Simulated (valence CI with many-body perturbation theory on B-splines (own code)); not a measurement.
**E1 transitions of Tc38+**

Level of theory: valence CI with perturbative core correlation (CI+MBPT): three valence electrons over a frozen Dirac-Fock core [He], a basis of 11 s, 11 p, 9 d, 7 f, 5 g, 2 h, 1 i functions for each j, with the one-electron correlation potential Σ1, the two-electron term Σ2, the three-electron term Σ3, Breit, model QED; selected CI, second order for the rest (own B-spline code, finite nucleus).

No measured spectrum was set against this ion. As an estimate, large intervals hold to a few tenths of a per cent, small ones and those within an open d or f shell to about a per cent.

Lines 151 to 200 of 268 in falling wavelength, among levels below 264.66 Ry, chosen from the strongest by gf and those to the six lowest levels. Wavelengths and rates use the calculated energies. Electric multipoles are in the length gauge, E1 and E2 with the static RPA response of the core. Weak lines are less certain than strong ones. Lines between different terms over intervals too small for the method are left out, as are lines whose strength nearly cancels. Where a level lies close to another of its J and parity, the split of strength between their lines is uncertain. The highest levels of a list are the least certain.

Levels are named by their leading jj configuration (3d3/2^4 stands for four electrons in 3d with j = 3/2), which in mixed levels can hold well under half, so a name can repeat and another be missing. Letters in brackets count levels of one name in rising energy.

```tsv
λ vac (Å)	Upper	Lower	A (s⁻¹)	S (a.u.) with core polarisation	S without
3.983	(2p1/2^2 3p1/2) J=1/2	(2s 2p1/2 2p3/2) J=3/2 [b]	5.22e+12	3.26e-04	3.25e-04
3.982	(2s^2 3d5/2) J=5/2	(2s^2 2p3/2) J=3/2	1.66e+14	3.11e-02	3.12e-02
3.977	(2s 2p1/2 3d3/2) J=1/2	(2s 2p1/2 2p3/2) J=3/2 [a]	5.63e+12	3.50e-04	3.50e-04
3.977	(2s 2p1/2 3d3/2) J=3/2 [b]	(2s 2p1/2 2p3/2) J=3/2 [a]	2.74e+13	3.40e-03	3.40e-03
3.976	(2s 2p1/2 3p1/2) J=3/2	(2s^2 2p3/2) J=3/2	4.51e+12	5.59e-04	5.60e-04
3.975	(2s^2 3s) J=1/2	(2s^2 2p1/2) J=1/2	7.23e+12	4.48e-04	4.46e-04
3.974	(2s 2p3/2 3s) J=5/2	(2s 2p1/2 2p3/2) J=3/2 [a]	1.22e+13	2.27e-03	2.28e-03
3.958	(2s 2p3/2 3s) J=3/2 [a]	(2s 2p1/2 2p3/2) J=3/2 [a]	1.58e+12	1.93e-04	1.93e-04
3.956	(2s 2p1/2 3d5/2) J=3/2	(2s 2p1/2 2p3/2) J=3/2 [a]	7.44e+11	9.10e-05	9.11e-05
3.956	(2s 2p3/2 3d3/2) J=5/2 [b]	(2s 2p3/2^2) J=5/2	1.10e+13	2.01e-03	2.01e-03
3.955	(2s 2p1/2 3d5/2) J=5/2 [b]	(2s 2p1/2 2p3/2) J=3/2 [a]	1.41e+13	2.58e-03	2.59e-03
3.952	(2s 2p1/2 3p1/2) J=1/2 [b]	(2s^2 2p3/2) J=3/2	7.40e+11	4.51e-05	4.50e-05
3.947	(2s 2p3/2 3d5/2) J=7/2 [b]	(2s 2p3/2^2) J=5/2	6.76e+13	1.64e-02	1.64e-02
3.918	(2s 2p1/2 3p3/2) J=5/2	(2s^2 2p3/2) J=3/2	2.21e+12	3.93e-04	3.93e-04
3.917	(2p1/2 2p3/2 3d3/2) J=3/2 [a]	(2p1/2^2 2p3/2) J=3/2	2.68e+13	3.18e-03	3.19e-03
3.916	(2p1/2 2p3/2 3d3/2) J=5/2	(2p1/2^2 2p3/2) J=3/2	1.26e+13	2.24e-03	2.24e-03
3.914	(2s 2p1/2 3p3/2) J=3/2 [b]	(2s^2 2p3/2) J=3/2	5.21e+11	6.17e-05	6.16e-05
3.912	(2s 2p3/2 3d3/2) J=5/2 [a]	(2s 2p1/2 2p3/2) J=3/2 [b]	3.79e+11	6.73e-05	6.73e-05
3.908	(2s 2p3/2 3d3/2) J=1/2 [a]	(2s 2p1/2 2p3/2) J=3/2 [b]	1.45e+12	8.53e-05	8.54e-05
3.897	(2p1/2 2p3/2 3d5/2) J=5/2 [a]	(2p1/2^2 2p3/2) J=3/2	9.12e+13	1.60e-02	1.60e-02
3.894	(2p1/2 2p3/2 3d5/2) J=3/2	(2p1/2^2 2p3/2) J=3/2	1.81e+13	2.11e-03	2.11e-03
3.894	(2s 2p3/2 3d5/2) J=3/2 [a]	(2s 2p1/2 2p3/2) J=1/2	2.27e+13	2.65e-03	2.65e-03
3.894	(2s 2p3/2 3d5/2) J=5/2 [a]	(2s 2p1/2 2p3/2) J=3/2 [b]	1.12e+12	1.96e-04	1.96e-04
3.888	(2s 2p3/2 3d5/2) J=3/2 [a]	(2s 2p1/2 2p3/2) J=3/2 [b]	1.10e+13	1.28e-03	1.28e-03
3.885	(2p1/2 2p3/2 3d5/2) J=5/2 [b]	(2p1/2^2 2p3/2) J=3/2	6.77e+13	1.18e-02	1.18e-02
3.884	(2s 2p1/2 3d3/2) J=3/2 [a]	(2s 2p1/2^2) J=1/2	1.40e+13	1.62e-03	1.62e-03
3.884	(2p1/2 2p3/2 3d3/2) J=3/2 [b]	(2p1/2^2 2p3/2) J=3/2	1.48e+14	1.71e-02	1.72e-02
3.872	(2s 2p3/2 3d5/2) J=1/2	(2s 2p1/2 2p3/2) J=3/2 [b]	8.83e+11	5.06e-05	5.07e-05
3.864	(2s 2p3/2 3d3/2) J=5/2 [a]	(2s 2p1/2 2p3/2) J=5/2	1.02e+14	1.74e-02	1.74e-02
3.862	(2s 2p3/2 3d3/2) J=7/2	(2s 2p1/2 2p3/2) J=5/2	1.42e+14	3.24e-02	3.24e-02
3.861	(2s 2p3/2 3d3/2) J=3/2 [a]	(2s 2p1/2 2p3/2) J=5/2	4.69e+13	5.33e-03	5.34e-03
3.854	(2s 2p1/2 3d3/2) J=1/2	(2s 2p1/2^2) J=1/2	2.47e+14	1.39e-02	1.39e-02
3.854	(2s 2p1/2 3d3/2) J=3/2 [b]	(2s 2p1/2^2) J=1/2	1.63e+14	1.84e-02	1.84e-02
3.851	(2s 2p3/2 3d3/2) J=3/2 [b]	(2s 2p1/2 2p3/2) J=1/2	8.14e+13	9.18e-03	9.19e-03
3.848	(2s 2p3/2 3d3/2) J=5/2 [b]	(2s 2p1/2 2p3/2) J=3/2 [b]	1.83e+14	3.08e-02	3.08e-02
3.847	(2p1/2 2p3/2 3p1/2) J=1/2	(2s 2p1/2 2p3/2) J=3/2 [b]	2.66e+12	1.50e-04	1.49e-04
3.846	(2s 2p3/2 3d5/2) J=5/2 [a]	(2s 2p1/2 2p3/2) J=5/2	3.22e+12	5.43e-04	5.44e-04
3.845	(2s 2p3/2 3d3/2) J=3/2 [b]	(2s 2p1/2 2p3/2) J=3/2 [b]	3.49e+13	3.92e-03	3.93e-03
3.843	(2s 2p3/2 3d3/2) J=1/2 [b]	(2s 2p1/2 2p3/2) J=1/2	1.05e+14	5.88e-03	5.89e-03
3.840	(2p1/2 2p3/2 3p1/2) J=3/2 [a]	(2s 2p1/2 2p3/2) J=3/2 [b]	1.50e+13	1.68e-03	1.68e-03
3.837	(2s 2p3/2 3d3/2) J=1/2 [b]	(2s 2p1/2 2p3/2) J=3/2 [b]	1.74e+13	9.71e-04	9.72e-04
3.836	(2s 2p3/2 3d3/2) J=5/2 [a]	(2s 2p1/2 2p3/2) J=3/2 [a]	7.06e+13	1.18e-02	1.18e-02
3.835	(2s 2p1/2 3d5/2) J=3/2	(2s 2p1/2^2) J=1/2	5.63e+12	6.27e-04	6.28e-04
3.834	(2s^2 3d3/2) J=3/2	(2s^2 2p1/2) J=1/2	1.69e+14	1.88e-02	1.88e-02
3.834	(2s 2p3/2 3d5/2) J=7/2 [a]	(2s 2p1/2 2p3/2) J=5/2	1.63e+13	3.63e-03	3.64e-03
3.833	(2s 2p3/2 3d3/2) J=3/2 [a]	(2s 2p1/2 2p3/2) J=3/2 [a]	1.27e+14	1.41e-02	1.42e-02
3.831	(2s 2p3/2 3d3/2) J=1/2 [a]	(2s 2p1/2 2p3/2) J=3/2 [a]	1.70e+14	9.43e-03	9.44e-03
3.831	(2s 2p1/2 3p1/2) J=1/2 [a]	(2s^2 2p1/2) J=1/2	1.66e+13	9.19e-04	9.18e-04
3.830	(2s 2p3/2 3d5/2) J=5/2 [b]	(2s 2p1/2 2p3/2) J=3/2 [b]	2.38e+12	3.96e-04	3.95e-04
3.828	(2p1/2 2p3/2 3p1/2) J=5/2	(2s 2p1/2 2p3/2) J=3/2 [b]	1.56e+12	2.59e-04	2.61e-04
```
